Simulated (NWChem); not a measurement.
System: TiO, triplet; SMILES [O]=[Ti]

Parts of the log:

```
             Northwest Computational Chemistry Package (NWChem) 7.3.0
             --------------------------------------------------------

 ORDER OF PRIMARY AXIS IS BEING SET TO 4
 C4V symmetry detected

                             Geometry "geometry" -> ""
                             -------------------------

 Output coordinates in angstroms (scale by  1.889725989 to convert to a.u.)

  No.       Tag          Charge          X              Y              Z
 ---- ---------------- ---------- -------------- -------------- --------------
    1 Ti                  22.0000     0.00000000     0.00000000    -0.42356453
    2 O                    8.0000     0.00000000     0.00000000     1.16480247

 Effective nuclear repulsion energy (a.u.)      58.6358164227

      Symmetry information
      --------------------

 Group name             C4v
 Group number             18
 Group order               8
 No. of unique centers     2

                                 NWChem DFT Module
                                 -----------------

 Summary of "ao basis" -> "ao basis" (spherical)
 ------------------------------------------------------------------------------
       Tag                 Description            Shells   Functions and Types
 ---------------- ------------------------------  ------  ---------------------
 Ti                         def2-svp                11       31   5s3p2d1f
 O                          def2-svp                 6       14   3s2p1d

      Symmetry analysis of basis
      --------------------------

        a1         17
        a2          0
        b1          4
        b2          4
        e          20

            General Information
            -------------------
          SCF calculation type: DFT
          Wavefunction type:  spin polarized.
          No. of atoms     :     2
          No. of electrons :    30
           Alpha electrons :    16
            Beta electrons :    14
          Charge           :     0
          Spin multiplicity:     3
          Use of symmetry is: on ; symmetry adaption is: on
          Maximum number of iterations: 150
          AO basis - number of functions:    45
                     number of shells:    17
          Convergence on energy requested:  1.00D-06
          Convergence on density requested:  1.00D-05
          Convergence on gradient requested:  5.00D-04

              XC Information
              --------------
                         SCAN Method XC Functional
                  SCAN metaGGA Exchange Functional  1.000
                        SCAN Correlation Potential  1.000

             Grid Information
             ----------------
          Grid used for XC integration:  coarse
          Radial quadrature: Mura-Knowles
          Angular quadrature: Lebedev.
          Tag              B.-S. Rad. Rad. Pts. Rad. Cut. Ang. Pts.
          ---              ---------- --------- --------- ---------
          Ti                  1.40       95           9.0       302
          O                   0.60       35           7.0       302
          Grid pruning is: on
          Number of quadrature shells:   130
          Spatial weights used:  Erf1

      Superposition of Atomic Density Guess
      -------------------------------------

 Sum of atomic energies:        -922.94970046

      Non-variational initial energy
      ------------------------------

 Total energy =    -922.565544
 1-e energy   =   -1381.755692
 2-e energy   =     400.554331
 HOMO         =      -0.177231
 LUMO         =       0.060280

   Symmetry analysis of molecular orbitals - initial alpha
   -------------------------------------------------------

 !! scf_movecs_sym_adapt:    8 vectors were symmetry contaminated

  Symmetry fudging

 !! scf_movecs_sym_adapt:    8 vectors were symmetry contaminated

  Numbering of irreducible representations:

     1 a1          2 a2          3 b1          4 b2          5 e

  Orbital symmetries:

     1 a1          2 a1          3 a1          4 a1          5 e
     6 e           7 a1          8 a1          9 e          10 e
    11 a1         12 e          13 e          14 a1         15 a1
    16 b1         17 b2         18 a1         19 e          20 e
    21 a1         22 e          23 e          24 a1         25 b1
    26 b2

   Symmetry analysis of molecular orbitals - initial beta
   ------------------------------------------------------

 !! scf_movecs_sym_adapt:    8 vectors were symmetry contaminated

  Symmetry fudging

 !! scf_movecs_sym_adapt:    8 vectors were symmetry contaminated

  Numbering of irreducible representations:

     1 a1          2 a2          3 b1          4 b2          5 e

  Orbital symmetries:

     1 a1          2 a1          3 a1          4 a1          5 e
     6 e           7 a1          8 a1          9 e          10 e
    11 a1         12 e          13 e          14 a1         15 a1
    16 b1         17 b2         18 a1         19 e          20 e
    21 a1         22 e          23 e          24 a1         25 b1
    26 b2

     ---------------------------------------------
      Total Density - Mulliken Population Analysis
     ---------------------------------------------

    Atom       Charge   Shell Charges
 -----------   ------   -------------------------------------------------------
    1 Ti  22    20.61   2.00  2.00  2.00  0.66  0.33  6.00  6.00  0.09  0.89  0.61  0.04
    2 O    8     9.39   1.99  1.18  0.75  3.38  2.08  0.01

     --------------------------------------------
      Spin Density - Mulliken Population Analysis
     --------------------------------------------

    Atom       Charge   Shell Charges
 -----------   ------   -------------------------------------------------------
    1 Ti  22     2.00   0.00  0.00  0.00  0.59  0.33  0.00  0.00  0.02  0.63  0.43  0.00
    2 O    8     0.00   0.00  0.01 -0.01  0.00 -0.00  0.00

   convergence    iter        energy       DeltaE   RMS-Dens  Diis-err
 ---------------- ----- ----------------- --------- --------- ---------
 d= 0,ls=0.0,diis     1   -924.1171096143 -9.83D+02  4.97D-02  7.83D-01
                                                     4.25D-02  6.28D-01
 d= 0,ls=0.0,diis     2   -911.2986672032  1.28D+01  3.79D-02  1.82D+01
                                                     3.28D-02  2.01D+01
 d= 0,ls=0.0,diis     3   -922.8808281536 -1.16D+01  7.29D-03  4.52D+00
                                                     6.74D-03  4.60D+00
 d= 0,ls=0.0,diis     4   -923.9802464644 -1.10D+00  4.67D-03  1.63D+00
                                                     4.73D-03  1.59D+00
 d= 0,ls=0.0,diis     5   -924.3721344523 -3.92D-01  4.32D-03  5.10D-01
                                                     3.21D-03  4.75D-01
 d= 0,ls=0.0,diis     6   -924.5255445907 -1.53D-01  3.14D-03  8.86D-02
                                                     2.34D-03  7.63D-02
  Resetting Diis
 d= 0,ls=0.0,diis     7   -924.5590438776 -3.35D-02  2.02D-04  5.50D-04
                                                     2.62D-04  7.16D-04
 d= 0,ls=0.0,diis     8   -924.5593066343 -2.63D-04  2.59D-04  2.31D-05
                                                     2.58D-04  2.97D-05
 d= 0,ls=0.0,diis     9   -924.5591481125  1.59D-04  2.29D-04  4.65D-04
                                                     1.64D-04  3.61D-04
 d= 0,ls=0.0,diis    10   -924.5593231401 -1.75D-04  3.90D-05  3.94D-06
                                                     3.43D-05  9.28D-06
 d= 0,ls=0.0,diis    11   -924.5593260870 -2.95D-06  3.12D-05  2.43D-07
                                                     3.53D-05  6.73D-07
 d= 0,ls=0.0,diis    12   -924.5593268800 -7.93D-07  5.99D-06  5.13D-08
                                                     3.02D-06  3.12D-08

         Total DFT energy =     -924.559326879964
      One electron energy =    -1385.394834302647
           Coulomb energy =      452.977688924171
    Exchange-Corr. energy =      -50.777997924233
 Nuclear repulsion energy =       58.635816422745

 Numeric. integr. density =       30.000020923089

                  Occupations of the irreducible representations
                  ----------------------------------------------

                     irrep           alpha         beta
                     --------     --------     --------
                     a1                9.0          8.0
                     a2                0.0          0.0
                     b1                1.0          0.0
                     b2                0.0          0.0
                     e                 6.0          6.0

                    DFT Final Alpha Molecular Orbital Analysis
                    ------------------------------------------

 Vector   14  Occ=1.000000D+00  E=-2.741414D-01  Symmetry=a1
              MO Center=  5.0D-16, -1.0D-14,  7.8D-01, r^2= 1.3D+00
   Bfn.  Coefficient  Atom+Function         Bfn.  Coefficient  Atom+Function
  ----- ------------  ---------------      ----- ------------  ---------------
    37      0.556548  2 O  pz                17     -0.415314  1 Ti d  0
    40      0.373519  2 O  pz                 3      0.161322  1 Ti s
    11      0.158679  1 Ti pz                22     -0.131415  1 Ti d  0
    34      0.115194  2 O  s                 14      0.103957  1 Ti pz
    33      0.079616  2 O  s                  4     -0.050768  1 Ti s

[...]

                         DFT ENERGY GRADIENTS

    atom               coordinates                        gradient
                 x          y          z           x          y          z
   1 Ti      0.000000   0.000000  -0.800421    0.000000   0.000000   0.012858
   2 O       0.000000   0.000000   2.201157    0.000000   0.000000  -0.012858
```

Level: SCAN/def2-SVP, spin-unrestricted. The geometry was optimised at PBE0/def2-SVP, spin-unrestricted. No stability test was run on the SCF state.

Problem. Reconstruct the input file.

Solution. One answer among several that fit: the input that was run:
```
start job
memory heap 200 mb stack 900 mb global 1100 mb
geometry units angstroms noautoz
  Ti     0.000000     0.000000    -0.402732
  O      0.000000     0.000000     1.185635
end
basis spherical
  * library def2-svp
end
dft
  odft
  mult 3
  xc scan
  grid coarse
  iterations 150
  mulliken
end
task dft gradient
```
